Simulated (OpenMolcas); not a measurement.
An OpenMolcas run meant for In II (ANO-R1, X2C; inactive shells 1s 2s 2p 3s 3p 3d 4s 4p 4d; intended active space 2 electrons in 4 orbitals (5s 5p)). One step of its input:

```
&CASPT2
Multistate=3 1 2 3
Frozen=9 9
IPEA=-0.1
Imaginary=0.1
MaxIter=60
WThr=0.0 0.3 0.05
PrWF=0.5
NoMix
```

The run finished. Its levels beside those of a sound run (SS-CASPT2, IPEA 0.25 Eh, imaginary shift 0.1 Eh (closed shells correlated: 4d)), in cm-1 above each run's lowest level:

| Level | This run | Usual run |
| --- | --- | --- |
| 5s2 1S0 | 0.0 | 0.0 |
| 5s 5p 3P* 0 | 42397 | 42483 |
| 5s 5p 3P* 1 | 43402 | 43488 |
| 5s 5p 3P* 2 | 45585 | 45671 |
| 5s 5p 1P* 1 | 65034 | 65484 |

Task: Which setting is unsound, and how much does it matter here?

Result: The IPEA shift is negative. Against the sound run the excited levels shown move by 180 cm-1 on average and by 450 cm-1 at most.

Levels of configurations outside the active space are missing.

* marks odd parity.
